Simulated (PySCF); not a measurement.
Isomers of C13H14. Theory: PBE0-D3(BJ)/def2-SVP geometry optimisation, gas phase (PySCF). Energies are electronic, without zero-point or thermal terms, for one conformer each. No frequencies were run at this level. Point groups hold within 0.08 Å.

Question: Order them by energy at this level, lowest first, and give relative energies in kJ/mol.
A. `[CH3:1][CH2:2][CH2:3][c:4]1[cH:5][cH:6][cH:7][c:8]2[cH:9][cH:10][cH:11][cH:12][c:13]12` with C1–C2–C3–C4 179°, C2–C3–C4–C5 99°
B. `[CH3:1][CH:2]([CH3:3])[c:4]1[cH:5][cH:6][cH:7][c:8]2[cH:9][cH:10][cH:11][cH:12][c:13]12` with C1–C2–C4–C5 -99°

Answer: A (0.0), B (2.5).

Neighbours under 10 kJ/mol apart (CCCc1cccc2ccccc12 and CC(C)c1cccc2ccccc12) can change places with a better method, another conformer or zero-point energy.

| SMILES | E (Eh) | E rel (kJ/mol) | dipole (D) | point group | A, B, C (MHz) |
| --- | --- | --- | --- | --- | --- |
| CCCc1cccc2ccccc12 | -502.90221 | 0.0 | 0.41 | C1 | 1213, 626.9, 431.8 |
| CC(C)c1cccc2ccccc12 | -502.90126 | 2.5 | 0.42 | C1 | 1313, 676.4, 478.8 |

Q: How do the relative energies change in single points at PBE0/pcSseg-1 (no added dispersion term) on the same geometries?

A: 
```
             SMILES  PBE0-D3(BJ)/def2-SVP (kJ/mol)  PBE0/pcSseg-1 (kJ/mol)  shift
  CCCc1cccc2ccccc12                            0.0                     0.0    0.0
CC(C)c1cccc2ccccc12                            2.5                     4.2   +1.7
```

Each column counts from its own lowest isomer. The order is unchanged; the largest shift is 1.7 kJ/mol.
